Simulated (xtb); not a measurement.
SnOBr₂, SMILES [Br][Sn]([Br])=[O]. All values are semi-empirical tight-binding results from xtb (GFN2-xTB unless named), good for trends rather than for accurate numbers. Geometry optimised at GFN2-xTB.

Optimised geometry:

Bonds (Å): Sn1–O2 1.765, Sn1–Br3 2.491, Sn1–Br4 2.491. Bond angles (°): O2–Sn1–Br3 123.9, O2–Sn1–Br4 123.9, Br3–Sn1–Br4 112.3.

For metal compounds this method's bond lengths and energies can be far off.

| Property | Value |
|---|---|
| point group as xtb finds it | C2v |
| orbital gap | 2.24 eV |
| zero-point energy | 2.0 kcal/mol |
| G − E(el) at 298.15 K (modified RRHO) | -19.4 kcal/mol |

Task: Give the atomic charges and the Wiberg bond orders between heavy atoms. (The exact figures need the calculation; the answer reports its results.)

Result: charges (e) Sn1 0.53, O2 -0.35, Br3 -0.09, Br4 -0.09. Bond orders Sn1–O2 1.38, Sn1–Br3 0.85, O2–Br3 0.32, Sn1–Br4 0.85, O2–Br4 0.32.
